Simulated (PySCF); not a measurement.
Molybdenum: a sound run and one with changed settings

Sound run: Mo²⁺ [Kr] 4d4, Mo³⁺ [Kr] 4d3. Computed with PySCF 2.14 in aug-cc-pVDZ-PP with ECP28MDF, with a scalar-relativistic core potential. In the sound run the correlated levels freeze 4s2 4p6 outside the core potential. The sound run starts from symmetry-adapted Hartree-Fock orbitals and uses a fine grid where one is needed.

Changed run: all electrons correlated in a basis built for the valence shell.

```tsv
species	method	sound run (hartree)	changed run (hartree)	converged
Mo²⁺	MP2	-66.58247	-66.75150	yes
Mo³⁺	MP2	-65.60873	-65.76685	yes
```

Ionisation energy of Mo²⁺:

```
 method  sound run (eV)  changed run (eV)
    UHF          26.088            26.088
    MP2          26.497            26.794
SCS-MP2          26.225            26.537
```

A valence basis has no tight correlating functions, so it recovers only part of the core correlation, and not evenly between atom and ion.

For comparison, NIST gives 27.13 ± 0.12 eV between the lowest levels.
